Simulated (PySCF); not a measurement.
Molecular orbitals of PrN

BLYP at R = 1.736 Å; basis Pr x2c-SVPall, N x2c-SVPall; spin-free X2C with a Gaussian nucleus; PySCF 2.14. State: triplet, about 2.5 electrons in the 4f shell (Mulliken), real f orbitals that mix terms. Only the outer orbitals are listed, counted within each symmetry.

```tsv
spin	orbital	occ.	ε (eV)	on Pr (%)	main shells (%)
α	6π	1	-20.37	99	99 Pr p
α	6π	1	-20.10	99	99 Pr p
α	13σ	1	-11.35	31	68 N s, 14 Pr p, 11 Pr d
α	7π	1	-4.34	42	57 N p, 28 Pr d, 13 Pr f
α	7π	1	-4.28	43	57 N p, 28 Pr d, 13 Pr f
α	14σ	1	-3.62	53	44 N p, 21 Pr d, 17 Pr f
α	1φ	1	-2.14	100	98 Pr f
α	8π	1	-1.80	99	79 Pr f, 20 Pr d
α	15σ	0	-2.31	99	82 Pr s, 14 Pr p
α	3δ	0	-1.70	99	84 Pr f, 14 Pr d
α	8π	0	-1.63	99	78 Pr f, 21 Pr d
β	6π	1	-19.82	99	99 Pr p
β	6π	1	-19.23	99	99 Pr p
β	13σ	1	-11.28	31	67 N s, 16 Pr p, 10 Pr d
β	7π	1	-4.31	40	60 N p, 30 Pr d, 9 Pr f
β	7π	1	-4.17	38	62 N p, 30 Pr d
β	14σ	1	-3.45	51	46 N p, 23 Pr d, 14 Pr p
β	15σ	0	-2.18	99	82 Pr s, 14 Pr p
β	8π	0	-0.92	100	74 Pr f, 24 Pr d
β	3δ	0	-0.91	100	72 Pr f, 25 Pr d
```

**Question.** Which are the highest filled and the lowest empty level, where do they sit, and how wide is the gap?

**Answer.** Highest filled α 8π at -1.80 eV (in %: 79 Pr f, 20 Pr d); lowest empty α 15σ at -2.31 eV (in %: 82 Pr s, 14 Pr p); the gap at BLYP is -0.51 eV.

- bond order (Mayer): 3.19
- ⟨S²⟩: 2.013
- charge on Pr (Mulliken, basis-dependent): 0.17
- charge on Pr (Löwdin, basis-dependent): 0.00
- dipole moment (positive dipole means Pr(−)N(+)): -6.33 D

Spin–orbit coupling is left out. Counting both spins, an empty level lies below a filled one in this solution, because spin and occupation are held. The state is the lowest single determinant that the PBE0 search found; with open d or f shells the true ground state can be another one.
